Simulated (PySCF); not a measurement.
## A survey of ¹⁵N NMR shifts

[PySCF 2.14: NMR shieldings at PBE0/pcSseg-1/GIAO; GFN2-xTB structure; equivalent nuclei averaged; no relativistic terms; one computed conformer; gas phase]

Shieldings were converted by a linear fit to measured shifts: ¹⁵N: δ = -148.07 − 0.921σ (rms 6.3 ppm, 71 shifts vs CH3NO2, solution or neat liquid). Occasional misses reach two or three times the rms, and more in compound classes unlike the fitted ones.

(1) Give the ¹⁵N shifts of `CC(C)c1cscn1`, `CSc1cnnn1C(C)C`, `CCCCn1cc(F)nn1`, `C=Cc1nccnc1F`.

(2) Order these by ¹⁵N shift, lowest first.
A. CC(C)c1cscn1
B. CC1=CCC=C(C(N)=O)C1
C. C#CCC(=O)N[C@H](C)C=C

Answers

(1) 
```
                                                        compound                              environment  δ (ppm)
                                                    CC(C)c1cscn1       pyridine-type nitrogen of an azole    -67.5
 [CH3:1][S:2][c:3]1[cH:4][n:5][n:6][n:7]1[CH:8]([CH3:9])[CH3:10]   N6: pyridine-type nitrogen of an azole    -32.9
 [CH3:1][S:2][c:3]1[cH:4][n:5][n:6][n:7]1[CH:8]([CH3:9])[CH3:10]   N5: pyridine-type nitrogen of an azole    -36.4
 [CH3:1][S:2][c:3]1[cH:4][n:5][n:6][n:7]1[CH:8]([CH3:9])[CH3:10]           N7: pyrrole-type ring nitrogen   -143.6
[CH3:1][CH2:2][CH2:3][CH2:4][n:5]1[cH:6][c:7]([F:8])[n:9][n:10]1  N10: pyridine-type nitrogen of an azole    -38.0
[CH3:1][CH2:2][CH2:3][CH2:4][n:5]1[cH:6][c:7]([F:8])[n:9][n:10]1   N9: pyridine-type nitrogen of an azole    -60.1
[CH3:1][CH2:2][CH2:3][CH2:4][n:5]1[cH:6][c:7]([F:8])[n:9][n:10]1           N5: pyrrole-type ring nitrogen   -149.2
           [CH2:1]=[CH:2][c:3]1[n:4][cH:5][cH:6][n:7][c:8]1[F:9]          N4: pyridine-type ring nitrogen    -48.6
           [CH2:1]=[CH:2][c:3]1[n:4][cH:5][cH:6][n:7][c:8]1[F:9]          N7: pyridine-type ring nitrogen    -84.8
```

(2) B (-294.5 ppm, amide-type nitrogen), C (-255.0 ppm, amide-type nitrogen), A (-67.5 ppm, pyridine-type nitrogen of an azole).
